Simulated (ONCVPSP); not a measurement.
**aluminium (Al): excitation energies, all-electron against ONCV**

```
Element                 : aluminium (Al)
Generator               : ONCVPSP 4.0.1
Type                    : optimised norm-conserving Vanderbilt (ONCV)
Functional              : LDA (Perdew-Wang 92)
Relativity              : scalar-relativistic
Frozen core             : [Ne]
Valence charge          : 3
Reference configuration : 3s2 3p1
Partial waves           : 3s: rc 1.55 bohr, ncon 4, nbas 7, qcut 4.2 1/bohr, local; 3p: rc 2.90 bohr, ncon 5, nbas 10, qcut 3 1/bohr, 2 projectors, debl 2.1 Ha
Local potential         : the s channel
Core correction         : Teter function, parameters optimised by the program
```

Energies are relative to the spin-unpolarised reference configuration 3s2 3p1; without spin polarisation the order of configurations can differ from experiment.

| valence configuration | charge | ΔE all-electron (eV) | error AE − PS (meV) |
| --- | --- | --- | --- |
| 3s2 3p0 | +1 | 5.841 | +0.2 |
| 3s1 3p0 | +2 | 25.211 | -4.9 |
| 3s2 3p0.5 | +0.5 | 2.122 | 0.0 |
| 3s0 3p3 | 0 | 10.505 | -4.1 |
